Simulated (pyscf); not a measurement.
**Hydrogen shift: [H₃C–Al–F]• → •H₂C–AlH–F**

Gas phase, doublet surface, charge 0. Bonds broken: C3–H4. Bonds formed: Al1–H4. PySCF, gas phase, ωB97X-D3(BJ)/def2-SVP geometries. Correlated levels are frozen-core, on RHF or UHF. ΔMP2 is the change of the MP2 total energy from the triple- to the quadruple-zeta basis.

Transition state (Å):

```xyz
6

Al     0.5948    -0.1348    -0.8150
F      0.9658    -0.1614    -2.4412
C      0.5016     1.1559     0.5330
H     -0.7847    -0.0741     0.1128
H      0.5367     0.7956     1.5710
H      0.2108     2.2157     0.4532
```

One imaginary mode, 1524i cm⁻¹; descent along it reached the two sides named.

| bond | change | reactant side (Å) | saddle | product side |
|---|---|---|---|---|
| C3–H4 | breaks | 1.104 | 1.829 | 3.1 |
| Al1–H4 | forms | 2.550 | 1.664 | 1.576 |

Electronic energies relative to the reactant's lowest minimum found (kcal/mol):

```tsv
level	barrier	reaction energy	reverse barrier
ωB97X-D3(BJ)/def2-TZVP	57.7	+15.9	41.8
PBE/def2-TZVP	51.8	+21.2	30.5
r²SCAN/def2-TZVP	52.0	+16.9	35.2
B3LYP-D3(BJ)/def2-TZVP	54.1	+16.9	37.2
PBE0-D3(BJ)/def2-TZVP	55.6	+19.3	36.3
M06-2X/def2-TZVP	57.9	+19.9	38.0
ωB97M-D3(BJ)/def2-TZVP	56.0	+15.8	40.2
HF/def2-TZVP	62.1	+8.6	53.6
MP2/def2-QZVPP	62.9	+19.3	43.6
CCSD/def2-TZVPP	57.1	+14.7	42.4
CCSD(T)/def2-TZVPP	55.9	+16.0	39.9
CCSD(T)/def2-TZVPP + ΔMP2(QZVPP)	55.9	+16.2	39.7
```

With CCSD(T)/def2-TZVPP + ΔMP2(QZVPP) energies and thermal terms (ideal gas, 1 atm, RRHO with modes under 100 cm⁻¹ raised to 100, one conformer, R ln 2 for chiral ones without a mode under 150 cm⁻¹), in kcal/mol:

```json
[
 {"T (K)": "298", "ΔH‡": "51.8", "ΔG‡": "52.1", "ΔH": "+13.1", "ΔG": "+13.3"},
 {"T (K)": "600", "ΔH‡": "51.7", "ΔG‡": "52.4", "ΔH": "+13.6", "ΔG": "+13.4"},
 {"T (K)": "900", "ΔH‡": "51.6", "ΔG‡": "52.7", "ΔH": "+14.0", "ΔG": "+13.1"},
 {"T (K)": "1200", "ΔH‡": "51.5", "ΔG‡": "53.1", "ΔH": "+14.4", "ΔG": "+12.8"}
]
```

One saddle was located; it need not be the lowest between these sides. The CCSD(T) − MP2 part came from Ansatz, without density fitting, on the same reference. A UHF reference is spin-contaminated (<S²> up to 0.86), which harms MP2 most.
